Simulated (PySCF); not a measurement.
A GIAO shielding run with PySCF 2.14 (density fitting, non-relativistic, gas phase) on SMILES N1(C)CCC[SiH2]1, C4H11NSi:

```
$ OMP_NUM_THREADS=1 python probes_run.py task.json out

{"job": {"kind": "nmr", "xc": "PBE0", "basis": "pcSseg-1"}, "charge": 0, "multiplicity": 1}
C      2.211318    -0.139756     0.052562
N      0.796342     0.049140    -0.082168
C     -0.011501    -1.150192    -0.010048
C     -1.421144    -0.765717    -0.449049
C     -1.749074     0.591262     0.171488
Si    -0.082475     1.502171     0.153144
H      2.583641    -0.813688    -0.726242
H      2.710463     0.820984    -0.047355
H      2.474877    -0.571229     1.026711
H     -0.020441    -1.556142     1.013114
H      0.412120    -1.918972    -0.667373
H     -1.431724    -0.671357    -1.536376
H     -2.141317    -1.535527    -0.165729
H     -2.544472     1.090311    -0.376077
H     -2.101578     0.460062     1.194473
H      0.170345     2.210743     1.417217
H      0.137621     2.409935    -0.978202
```

Hardware: 1 thread of an Arm Neoverse N1, shared host. The job also computes population analyses, field gradients, ring-centre shieldings.

Problem. How large is the calculation?

Solution. 56 electrons, 164 basis functions and 867 auxiliary functions.

Problem. How long does it take, and how much memory does it need?

Solution. 46 s of wall time, with 12 SCF cycles and 4 response iterations; peak memory 0.75 GiB. Times on a shared host scatter by some tens of per cent.
